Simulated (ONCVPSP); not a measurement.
## Sn (Z = 50): excitation energies, all-electron against ONCV

* Element: tin (Sn)
* Generator: ONCVPSP 4.0.1
* Type: optimised norm-conserving Vanderbilt (ONCV)
* Functional: PBEsol
* Relativity: scalar-relativistic
* Frozen core: [Kr]
* Valence charge: 14
* Reference configuration: 4d10 5s2 5p2
* Partial waves: 5s: rc 1.55 bohr, ncon 3, nbas 7, qcut 4 1/bohr, 1 projector; 5p: rc 2.70 bohr, ncon 3, nbas 6, qcut 3.2 1/bohr, 3 projectors, debl 3.4 Ha; 4d: rc 1.40 bohr, ncon 4, nbas 9, qcut 12.8 1/bohr, 1 projector
* Local potential: polynomial inside 0.95 bohr (lpopt 2, dvloc0 0 Ha)
* Core correction: Teter function, fcfact 4.25, rcfact 1.5

Energies are relative to the spin-unpolarised reference configuration 4d10 5s2 5p2; without spin polarisation the order of configurations can differ from experiment.

Q: Give the all-electron excitation energy and the error of the potential for: 4d10 5s2 5p1; 4d10 5s2 5p0; 4d10 5s1 5p0; 4d9 5s2 5p2.

A:

| valence configuration | charge | ΔE all-electron (eV) | error AE − PS (meV) |
| --- | --- | --- | --- |
| 4d10 5s2 5p1 | +1 | 6.898 | -2.9 |
| 4d10 5s2 5p0 | +2 | 20.870 | -18 |
| 4d10 5s1 5p0 | +3 | 51.886 | -47 |
| 4d9 5s2 5p2 | +1 | 32.651 | -143 |

Levels in the configuration 4d10 5s1 5p0:

```tsv
level	all-electron (eV)	pseudo (eV)
4d	-55.059	-54.935
5s	-35.962	-35.991
```

Note: ghosts flagged at negative energy: s at -137.5 eV; GHOST(+) flagged for p at 146.9 eV. A true bound ghost makes a file unfit for plane-wave use.
